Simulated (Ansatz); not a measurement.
Harmonic frequencies (cm⁻¹) at PBE0-D4/def2-TZVP from Ansatz: 96, 115, 178, 213, 246, 317, 322, 458, 559, 741, 754, 755, 759, 2186, 3463.

Task: Which molecule is it?
A. `[I][Ge]([I])([I])[I]`
B. `[OH][GeH]([Cl])[Cl]`
C. `F[C](F)(F)[GeH3]`
D. `C#[C][Ge]([F])([F])[Cl]`

Result: D.
